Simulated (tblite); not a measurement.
A tight-binding relaxation on `CSc1ccc(Br)pc1`.

Computed with GFN2-xTB geometry optimisation, gas phase (tblite 0.8.0). Start geometry: from a force field or distance geometry. The command runs a driver script over a list of jobs; the input below is this job's line of settings and its coordinates in Å.

Command:
```bash
OMP_NUM_THREADS=1 python probes_run.py task.json out
```

Input:
```
{"job": {"kind": "relax", "xc": "GFN2-xTB", "basis": "xTB"}, "charge": 0, "multiplicity": 1}
C      2.844800    -0.097000    -0.189900
S      1.670700     0.844700    -1.232400
C      0.152000     0.481500    -0.339200
C     -0.843100    -0.228500    -1.053100
C     -2.101500    -0.578600    -0.505500
C     -2.538500    -0.254900     0.768100
Br    -4.267300    -0.794600     1.311500
P     -1.504700     0.663000     1.993800
C     -0.012400     0.960300     0.960500
H      2.524400    -1.142300    -0.114500
H      3.827300    -0.055300    -0.644100
H      2.893500     0.332200     0.816000
H     -0.637600    -0.549700    -2.058600
H     -2.772900    -1.132000    -1.168500
H      0.760900     1.559200     1.433900
```

Output:
```
step      E/eV     max force
  0    -699.27805    2.814
  1    -699.49129    1.424
  2    -699.57595    0.745
  3    -699.59705    0.483
  4    -699.61882    0.373
  5    -699.62522    0.287
  6    -699.63424    0.241
  7    -699.63770    0.156
  8    -699.64055    0.141
  9    -699.64186    0.100
... (102 lines left out)
112    -699.73953    0.029
113    -699.73969    0.026
114    -699.73982    0.030
115    -699.73992    0.027
116    -699.74000    0.021
117    -699.74009    0.023
118    -699.74016    0.019
119    -699.74021    0.015
120    -699.74023    0.012
121    -699.74026    0.009
```

«max force» is the largest atomic force in eV/Å.

From which step on does the largest force stay under 0.1 eV/Å, and how much energy is left to gain from there?

From step 77 (0.089 eV/Å), 7.5 meV above the end.

In short: energy lowered by 10.7 kcal/mol over 121 steps; largest atomic force 0.009 eV/Å at the end.

Where do the atoms end?

0.687 Å rms from the input after alignment:
```
atom  x, y, z in Å
C1     2.9415    0.3073   -0.0774
S2     1.6484   -0.0492   -1.2987
C3     0.1403   -0.0479   -0.3741
C4    -0.9995   -0.3035   -1.1410
C5    -2.2704   -0.3495   -0.6101
C6    -2.5237   -0.1451    0.7342
Br7   -4.3437   -0.2416    1.3296
P8    -1.3413    0.1921    1.9627
C9     0.0902    0.1806    0.9857
H10    2.9710   -0.4745    0.6760
H11    3.8715    0.3126   -0.6374
H12    2.7763    1.2836    0.3690
H13   -0.8675   -0.4736   -2.1990
H14   -3.1020   -0.5542   -1.2703
H15    1.0047    0.3710    1.5289
```
Labels such as C1 count atoms from 1, the log's own numbers from 0.
